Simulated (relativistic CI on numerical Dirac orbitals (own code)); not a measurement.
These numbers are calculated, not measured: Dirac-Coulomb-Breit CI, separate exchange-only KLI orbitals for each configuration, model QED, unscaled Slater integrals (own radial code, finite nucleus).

The strongest absorption lines from the ground level of an ion, among the configurations computed and to levels below about 687 eV (vacuum wavelength in Å, gf): 18.079 (0.051), 18.083 (0.026), 20.121 (0.12), 20.131 (0.061), 26.640 (0.46), 26.682 (0.24), 382.45 (0.12), 413.63 (0.056).

Q: Which ion is it?
A. Cl¹²⁺
B. P¹²⁺
C. Cl¹⁴⁺
D. Sc¹⁸⁺

A: C. Cl¹⁴⁺ has 3 electrons and the ground level 2s 2S_1/2; the strongest line goes to 3p 2P°_3/2. The pattern of lines fixes the number of electrons, and along that sequence the line energies rise steadily with the charge (about as its square where n changes within one kind of shell, about linearly where n is kept but much faster in heavy ions where fine structure, which grows about as Z⁴, sets the gap, and irregularly where shells cross), which fixes Z. Configurations outside the model, such as inner-shell arrays, can give stronger lines. At this charge energies of transitions that change n are usually good to better than 1 %, and those within a shell (Δn = 0) to a few per cent.
